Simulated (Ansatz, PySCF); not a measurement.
PySCF was given this input:
```python
from pyscf import gto, scf, dft

mol = gto.Mole()
mol.atom = '''
    Te    0.000000    0.000000    0.000000
'''
mol.basis = 'def2-svp'
mol.ecp = {'Te': 'def2-svp'}
mol.charge = 0
mol.spin = 2
mol.verbose = 4
mol.build()

mf = dft.UKS(mol)
mf.xc = 'wb97m_v'
mf.grids.atom_grid = (99, 590)
mf.grids.prune = None
mf.kernel()
```

Give the equivalent Ansatz (an electronic-structure program) input.

One answer among several that fit: 
Ansatz 0.2 input:
```yaml
crystal:
  periodic: [false, false, false]
  atoms:
    - {symbol: Te, position_ang: [0.00000000, 0.00000000, 0.00000000]}
basis:
  gaussian:
    orbitals: def2-SVP
hamiltonian:
  xc: {name: wB97M-V}
magnetization: {spin_polarized: true, initial_magnetization: 2}
accuracy: high
```

Both were run: PySCF gave -267.949666 Eh and Ansatz -267.949665 Eh, 0.001 mEh apart.
